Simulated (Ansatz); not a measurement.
Consider the ligand exchange at the Si–S bond: `C[Si](N)(O)S` + HCl → `C[Si](N)(O)Cl` + H₂S.

Gas-phase electronic energies from Ansatz, PBE0-D4/def2-TZVP geometries. CCSD(T)/CBS is the MP2 limit (def2-TZVPP, def2-QZVPP) plus CCSD(T) − MP2 in def2-TZVPP, frozen cores. This one scheme is used for every species. DFT in def2-TZVPP. HSE06 is defined as in plane-wave codes. One conformer a species, not always the lowest.

| level | ΔE (kJ/mol) | difference from CCSD(T)/CBS |
| --- | --- | --- |
| PBE-D4 | -47.6 | 3.4 |
| ωB97M-V | -54.0 | -3.0 |
| r2SCANh | -53.9 | -2.9 |
| r2SCAN0 | -54.4 | -3.4 |
| HSE06 | -51.4 | -0.4 |
| BHLYP | -58.5 | -7.5 |
| HF/def2-TZVPP | -63.1 | -12.1 |
| MP2/def2-QZVPP | -51.2 | -0.2 |
| HF/CBS(def2) | -63.4 | -12.4 |
| CCSD/CBS(def2) | -52.8 | -1.8 |
| CCSD(T)/CBS | -51.0 | 0 |

What do rigid-rotor, harmonic-oscillator terms from PBE0-D4/def2-TZVP frequencies (298.15 K, 1 bar) make of the CCSD(T)/CBS value? (Best estimate.)

Computed: ΔZPE = +1.6 kJ/mol, ΔH = -50.4 kJ/mol, ΔS = 3 J/(mol·K), ΔG = -51.2 kJ/mol.

Largest T1 diagnostic among the species: 0.011.

The D4 term adds +3.0 kJ/mol with B3LYP and +1.8 kJ/mol with PBE0; it sums over pairs of atoms, weighted by their polarisabilities, and B3LYP, whose exchange is more repulsive, gets the larger term. From BLYP to BHLYP (50 % exact exchange), in def2-TZVPP and without D4, ΔE moves by −3.6 kJ/mol.

CCSD(T)/CBS has its own doubt, a few kJ/mol and more with outer-core shells, so smaller differences from it don't rank the levels.

B3LYP here is the variant with VWN-RPA as its local correlation; programs differ in this.
